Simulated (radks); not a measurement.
Coulomb parameter of the 3d shell of neutral vanadium in the model configuration [Ar] 3d4 4s1, as a second difference U = [E(n + 0.25) + E(n - 0.25) - 2 E(n)] / (0.25)^2 with all orbitals relaxed. "Bare": the charge of the atom changes with n. "Screened": the 4s shell takes up the change at fixed total charge, which measures U(3d,3d) + U(4s,4s) - 2 U(3d,4s). All-electron calculation, scalar-relativistic Kohn-Sham, LDA (Slater exchange, Perdew-Wang correlation), spin-unpolarised, spherical densities, finite nucleus; Fermi nuclear charge, rms radius 3.6002 fm. Program: a radial shooting solver on a logarithmic mesh with Libxc functionals.

\begin{tabular}{lrr}
case & configuration & E - E(n) (eV) \\ \hline
start & [Ar] 3d4 4s1 & 0.000 \\
bare +0.25 & [Ar] 3d4.25 4s1 & -0.425 \\
bare -0.25 & [Ar] 3d3.75 4s1 & 0.917 \\
screened +0.25 & [Ar] 3d4.25 4s0.75 & 0.395 \\
screened -0.25 & [Ar] 3d3.75 4s1.25 & -0.307 \\
\end{tabular}

U(bare) = 7.875 eV, U(screened by 4s) = 1.394 eV, against the Slater integral F0(3d,3d) = 15.671 eV with frozen orbitals. The step up makes a negative ion, whose loosely bound charge lowers the bare value.
